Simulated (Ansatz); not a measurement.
Spin states of CoHO (SMILES [OH][Co]), each relaxed at B3LYP-D3(BJ)/def2-TZVP; lowest solutions found, singlets restricted, no spin–orbit coupling, no relativity up to Kr.
Multiplicity 3 (charge 0, multiplicity 3):
```xyz
3

Co    -0.8925    -0.6502    -0.7827
O      0.4251    -0.1293     0.2874
H      0.4342     0.8269     0.4250
```
Multiplicity 1 (charge 0, multiplicity 1):
```tsv
atom	x (Å)	y (Å)	z (Å)
Co	-0.8685	-0.6278	-0.7614
O	0.4167	-0.1425	0.2792
H	0.4186	0.8177	0.4119
```

The values were computed with Ansatz (an electronic-structure program) with Gaussian orbitals. 

The energy of multiplicity 1 less that of multiplicity 3 (kcal/mol) and the share of exact exchange:

| functional | exact exchange (%) | value |
|---|---|---|
| PBE/def2-TZVPP | 0 | 39.39 |
| PBE0/def2-TZVPP | 25 | 52.92 |
| BLYP/def2-TZVPP | 0 | 38.06 |
| B3LYP/def2-TZVPP | 20 | 48.10 |
| r2SCAN/def2-TZVPP | 0 | 53.29 |
| r2SCANh/def2-TZVPP | 10 | 57.85 |

### Question
Take the value as linear in the share of exact exchange along PBE and PBE0. Give the slope, say whether the sign turns, and set the other functionals against that line.

### Answer

Slope: (52.92 − (39.39))/2.5 = 5.41 kcal/mol for each 10 %. The line keeps its sign from 0 to 100 %. At 50 % it gives 66.5 kcal/mol. B3LYP, at 20 %, lies -2.1 from the PBE line. r2SCAN, with none, stands 13.9 from PBE. The r2SCAN pair gives 4.56 for 10 %.

Doubts at one or more of the structures used: a spin-contaminated determinant (PBE0/def2-TZVPP, B3LYP/def2-TZVPP, r2SCAN/def2-TZVPP, r2SCANh/def2-TZVPP).
